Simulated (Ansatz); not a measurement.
Reaction (formal exchange of groups at the Al–C bond): `[CH3][AlH][I]` + `CC(N)O` → `[OH][AlH][I]` + `CC(C)N`

Gas-phase electronic energies from Ansatz, PBE0-D4/def2-TZVP geometries. CCSD(T)/CBS adds triple-zeta CCSD(T) − MP2 to the extrapolated MP2 energy (def2 sets, frozen cores). DFT in def2-TZVPP. Elements past krypton have def2 core potentials. For I outer-core shells are correlated without core-valence functions, which leaves a few kJ/mol of doubt a bond. One conformer a species, not always the lowest.

`[CH3][AlH][I]`:

Z-matrix (Å, degrees):
```
C
Al 1 1.940
H 1 1.091 2 112.7
H 1 1.095 2 110.3 3 121.2
H 1 1.095 2 110.3 3 -121.2
I 2 2.483 1 119.5 3 0.2
H 2 1.580 1 124.3 3 -179.8
```

`CC(N)O`:

Z-matrix (Å, degrees):
```
C
C 1 1.510
H 1 1.090 2 110.4
H 1 1.090 2 110.2 3 121.1
H 1 1.093 2 109.7 3 -119.0
N 2 1.435 1 110.4 3 -179.5
O 2 1.426 1 106.0 3 55.8
H 2 1.098 1 109.8 3 -61.9
H 6 1.012 2 112.1 1 175.4
H 6 1.013 2 110.5 1 -63.8
H 7 0.961 2 108.3 1 -175.5
```

`[OH][AlH][I]`:

Z-matrix (Å, degrees):
```
Al
O 1 1.685
I 1 2.473 2 119.5
H 1 1.566 2 119.0 3 180.0
H 2 0.956 1 123.8 3 -0.0
```

`CC(C)N`:

```xyz
13

C     0.056   -0.722    1.185
C     0.232    0.271    0.051
C     0.258   -0.426   -1.296
N    -0.881    1.213    0.073
H     0.040   -0.215    2.154
H    -0.889   -1.260    1.070
H     0.873   -1.447    1.201
H     1.205    0.773    0.191
H     1.081   -1.143   -1.350
H     0.388    0.293   -2.110
H    -0.682   -0.958   -1.462
H    -0.907    1.713    0.953
H    -0.775    1.906   -0.659
```

CCSD(T)/CBS gives -1.61 eV.

Task: Another level gave -1.41 eV. Which?
A. SCS-MP2/def2-TZVPP
B. revPBE/def2-TZVPP
C. RPA@PBE/def2-TZVPP
D. PBE0/def2-TZVPP

Result: B. revPBE -1.41, RPA@PBE/def2-TZVPP -1.57, SCS-MP2/def2-TZVPP -1.66, PBE0 -1.47 eV.

Largest T1 diagnostic among the species: 0.010.

From BLYP to BHLYP (50 % exact exchange), in def2-TZVPP and without D4, ΔE moves by −0.08 eV. Leaving LDA and LC-ωPBE aside and taking each functional with its dispersion term where it has one, the values, not all of them listed here, spread over 0.14 eV, from B2PLYP to PBE-D4. At CCSD(T), def2-SVP lies +0.07 eV from the extrapolated value and def2-TZVPP +0.01 eV.
